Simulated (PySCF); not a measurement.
# Dipole moment and polarisability of `C=C[CH2][GeH]1[CH2]C=C[CH2]1`

Compound: C7H12Ge.
Geometry (PBE0-D3(BJ)/def2-SVP, Å), atoms numbered from 1 in this order:
```
atom  x, y, z in Å
C1     2.8998    1.0107   -0.0815
C2     2.5064   -0.2562    0.0843
C3     1.3932   -0.9221   -0.6444
Ge4   -0.2378   -1.0272    0.4610
C5    -1.8219   -1.5551   -0.5900
C6    -2.6194   -0.2798   -0.6288
C7    -2.2105    0.8040    0.0495
C8    -0.9441    0.7658    0.8598
H9     2.4330    1.6612   -0.8289
H10    3.7055    1.4399    0.5189
H11    3.0125   -0.8621    0.8475
H12    1.1182   -0.3658   -1.5550
H13    1.6622   -1.9480   -0.9438
H14    0.0226   -1.9018    1.7053
H15   -1.5585   -1.9069   -1.6017
H16   -2.3860   -2.3751   -0.1142
H17   -3.5448   -0.2454   -1.2156
H18   -2.8021    1.7266    0.0201
H19   -1.1414    0.9153    1.9347
H20   -0.2340    1.5568    0.5650
```

Level: CAM-B3LYP/def2-SVPD (PySCF), static field, nuclei fixed, core orbitals frozen in the response. The polarisability tensor in these axes (au):

```
x   124.88   8.79   6.83
y     8.79 115.16   4.11
z     6.83   4.11  92.90
```

Problem. Give the principal values, the mean and the anisotropy Δα = √{½[(α1 − α2)² + (α2 − α3)² + (α1 − α3)²]}.

Solution. Principal values 91.26, 109.97 and 131.70 au; mean 110.98 au = 16.45 Å³ = 18.30 × 10⁻⁴⁰ C²·m²/J; Δα = 35.06 au (32 % of the mean).

Problem. What is the dipole moment, and where does it point?

Solution. (-0.15, -0.32, -0.23) D, 0.42 D in size, pointing from the negative to the positive side. Measured along this direction, the outermost atoms are H10 at the negative end and H15 at the positive end.

Problem. In TDDFT the mean static polarisability is Σ f/ω² over all singlet excitations (ω in hartree). How much of it do the 10 lowest give? Their energies (eV) and oscillator strengths: 6.63, 0.3246; 6.69, 0.0052; 6.82, 0.0100; 7.03, 0.2142; 7.19, 0.0061; 7.21, 0.0122; 7.26, 0.0021; 7.38, 0.0045; 7.52, 0.0121; 7.54, 0.0081.

Solution. They add up to 9.55 au, 8.6 % of the 110.98 au; the largest single term is 5.48 au, from the state at 6.63 eV. Terms in order: 5.48, 0.09, 0.16, 3.21, 0.09, 0.17, 0.03, 0.06, 0.16, 0.11 au. Higher excitations give the rest. The strengths listed sum to 0.599.

Problem. Rayleigh depolarisation ratio (linearly polarised light, static tensor)?

Solution. ρ = 3Δα²/(45ᾱ² + 4Δα²) = 3686.8/(554231 + 4915.7) = 0.00659.

Problem. How large is μ²/3kT at 250 K beside α?

Solution. In Gaussian units μ²/3kT = 1.73 Å³ against 16.45 Å³, a ratio of 0.11; the Debye molar polarisation (4π/3)N_A(α + μ²/3kT) is 45.9 cm³/mol, leaving out the vibrational part.

Problem. Find the Langevin capture rate constant for O2+ (31.990 u) meeting this molecule (170.015 u), k = 2.342 × 10⁻⁹ cm³/s × √(α in Å³ / reduced mass in u).

Solution. The reduced mass is 26.92 u, so k = 1.83 × 10⁻⁹ cm³/s. The formula leaves out the permanent dipole, which adds to the capture rate.

One conformer (not necessarily the lowest) at the PBE0-D3(BJ)/def2-SVP geometry, without solvent, vibrations or thermal averaging. The calculation is non-relativistic, for germanium too.
